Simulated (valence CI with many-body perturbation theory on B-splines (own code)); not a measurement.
# Kr VI: calculated level list

Method: relativistic CI+MBPT: three valence electrons over a frozen Dirac-Fock core [Ar] 3d10, radial functions for each j: 11 s, 11 p, 10 d, 8 f, 5 g, 2 h, with the one-electron correlation potential Σ1 (screened to all orders), the two-electron term Σ2, the three-electron term Σ3, Breit, model QED; selected single and double excitations, second order for the rest, scaled by the run's own slope (own B-spline code, finite nucleus).

Against 40 measured levels this calculation errs by 204 cm⁻¹ on average and by 839 at most. These come from a selection out of Saloman, J. Phys. Chem. Ref. Data 36, 215 (2007). Levels without a partner in it may be off by more. 3 measured levels below the end of the list, from 390595 cm⁻¹ on, found no clear computed partner, and computed levels of the same name lie up to 2891 cm⁻¹ from them.

Levels 46 to 90 of 175, with energies above the lowest level, 4s²4p ²P°_1/2. "Leading %" is the weight of the configuration and term that name the level; weights of strongly mixed levels are sums over their largest components and can fall short. In the jj column 3d3/2^4 stands for four electrons in 3d with j = 3/2. Lifetimes count E1, E2, E3, M1 and M2 decay at the calculated energies, and are blank where another channel may lead or the interval is too uncertain; long ones can be off by a factor of two.

| No. | Configuration | Term | J | E (eV) | Leading % | Lifetime | Leading jj |
| --- | --- | --- | --- | --- | --- | --- | --- |
| 46 | 4s4p4d | ²F° | 7/2 | 49.458 | 59 | 28.0 ps | 4s^2 4f7/2 (35 %) |
| 47 | 4s4p5s | ⁴P° | 5/2 | 49.539 | 98 | 76.1 ps | 4s 4p3/2 5s (98 %) |
| 48 | 4s²5d | ²D | 3/2 | 49.569 | 96 | 294 ps | 4s^2 5d3/2 (96 %) |
| 49 | 4s4p4d | ²F° | 5/2 | 49.569 | 60 | 27.0 ps | 4s 4p3/2 4d3/2 (37 %) |
| 50 | 4s²5d | ²D | 5/2 | 49.614 | 96 | 316 ps | 4s^2 5d5/2 (96 %) |
| 51 | 4s4p5s | ²P° | 1/2 | 49.920 | 93 | 48.0 ps | 4s 4p1/2 5s (74 %) |
| 52 | 4s4p5s | ²P° | 3/2 | 50.649 | 91 | 45.0 ps | 4s 4p3/2 5s (89 %) |
| 53 | 4s²6s | ²S | 1/2 | 52.391 | 96 | 81.8 ps | 4s^2 6s (96 %) |
| 54 | 4s4p5p | ⁴D | 1/2 | 54.252 | 70 | 233 ps | 4s 4p1/2 5p1/2 (93 %) |
| 55 | 4s4p5p | ⁴D | 3/2 | 54.539 | 75 | 238 ps | 4s 4p1/2 5p1/2 (62 %) |
| 56 | 4s²6p | ²P° | 1/2 | 54.779 | 52 | 63.1 ps | 4s^2 6p1/2 (52 %) |
| 57 | 4s4p5s | ²P° | 3/2 | 54.924 | 48 | 63.7 ps | 4s^2 6p3/2 (46 %) |
| 58 | 4s4p5p | ²P | 3/2 | 54.943 | 49 | 214 ps | 4s 4p1/2 5p3/2 (70 %) |
| 59 | 4s4p5p | ²P | 1/2 | 54.953 | 65 | 201 ps | 4s 4p1/2 5p3/2 (59 %) |
| 60 | 4s4p5p | ⁴D | 5/2 | 55.007 | 88 | 269 ps | 4s 4p1/2 5p3/2 (58 %) |
| 61 | 4s4p5p | ⁴P | 1/2 | 55.139 | 88 | 288 ps | 4s 4p1/2 5p1/2 (60 %) |
| 62 | 4s4p5p | ⁴P | 3/2 | 55.470 | 67 | 261 ps | 4s 4p3/2 5p1/2 (44 %) |
| 63 | 4s4p5p | ⁴D | 7/2 | 55.645 | 96 | 273 ps | 4s 4p3/2 5p3/2 (96 %) |
| 64 | 4s4p5p | ⁴P | 5/2 | 55.831 | 84 | 292 ps | 4s 4p3/2 5p1/2 (50 %) |
| 65 | 4s4p5s | ²P° | 1/2 | 55.859 | 51 | 64.3 ps | 4s^2 6p1/2 (45 %) |
| 66 | 4s²6p | ²P° | 3/2 | 55.914 | 50 | 74.0 ps | 4s^2 6p3/2 (50 %) |
| 67 | 4s4p5p | ²D | 3/2 | 56.045 | 71 | 211 ps | 4s 4p1/2 5p3/2 (48 %) |
| 68 | 4s4p5p | ⁴S | 3/2 | 56.301 | 65 | 243 ps | 4s 4p3/2 5p3/2 (69 %) |
| 69 | 4s4p5p | ²D | 5/2 | 56.657 | 90 | 211 ps | 4s 4p3/2 5p3/2 (64 %) |
| 70 | 4p²4d | ²F | 5/2 | 57.106 | 69 | 1.20 ns | 4p1/2 4p3/2 4d3/2 (34 %) |
| 71 | 4p²4d | ⁴F | 3/2 | 57.163 | 75 | 519 ps | 4p1/2^2 4d3/2 (38 %) |
| 72 | 4p²4d | ⁴F | 5/2 | 57.354 | 72 | 559 ps | 4p1/2 4p3/2 4d3/2 (47 %) |
| 73 | 4p²4d | ²F | 7/2 | 57.448 | 58 | 1.33 ns | 4p1/2 4p3/2 4d3/2 (38 %) |
| 74 | 4p²4d | ⁴F | 7/2 | 57.608 | 66 | 617 ps | 4p1/2 4p3/2 4d5/2 (53 %) |
| 75 | 4s4p5p | ²S | 1/2 | 57.671 | 93 | 188 ps | 4s 4p3/2 5p3/2 (71 %) |
| 76 | 4p²4d | ⁴F | 9/2 | 57.870 | 58 | 829 ps | 4p1/2 4p3/2 4d5/2 (46 %) |
| 77 | 4s²5f | ²F° | 7/2 | 57.941 | 95 | 165 ps | 4s^2 5f7/2 (95 %) |
| 78 | 4s²5f | ²F° | 5/2 | 57.948 | 95 | 160 ps | 4s^2 5f5/2 (95 %) |
| 79 | 4s²5g | ²G | 7/2 | 58.251 | 66 | 351 ps | 4s^2 5g7/2 (66 %) |
| 80 | 4s²5g | ²G | 9/2 | 58.343 | 76 | 266 ps | 4s^2 5g9/2 (76 %) |
| 81 | 4p²4d | ⁴D | 3/2 | 58.614 | 60 | 134 ps | 4p1/2 4p3/2 4d3/2 (52 %) |
| 82 | 4p²4d | ⁴D | 1/2 | 58.619 | 78 | 161 ps | 4p1/2 4p3/2 4d3/2 (83 %) |
| 83 | 4p²4d | ⁴D | 5/2 | 58.852 | 76 | 180 ps | 4p1/2 4p3/2 4d5/2 (27 %) |
| 84 | 4p²4d | ²G | 7/2 | 58.907 | 30 | 236 ps | 4s^2 5g7/2 (26 %) |
| 85 | 4p²4d | ⁴D | 7/2 | 59.118 | 60 | 221 ps | 4p3/2^2 4d5/2 (49 %) |
| 86 | 4p²4d | ²P | 3/2 | 59.119 | 67 | 88.7 ps | 4p1/2 4p3/2 4d5/2 (66 %) |
| 87 | 4p²4d | ²G | 9/2 | 59.170 | 47 | 385 ps | 4p3/2^2 4d5/2 (25 %) |
| 88 | 4s²6d | ²D | 3/2 | 59.517 | 81 | 481 ps | 4s^2 6d3/2 (81 %) |
| 89 | 4s²6d | ²D | 5/2 | 59.577 | 81 | 448 ps | 4s^2 6d5/2 (81 %) |
| 90 | 4p²4d | ²P | 1/2 | 59.802 | 83 | 78.0 ps | 4p3/2^2 4d5/2 (62 %) |

Names give the largest LS component (configuration and term), which can be under half, so a name can repeat, a term be missing and a line seem to break the LS rules; names also repeat where a configuration has a term twice.

Where two levels of one J and parity lie close, their mixing, g and order are uncertain.
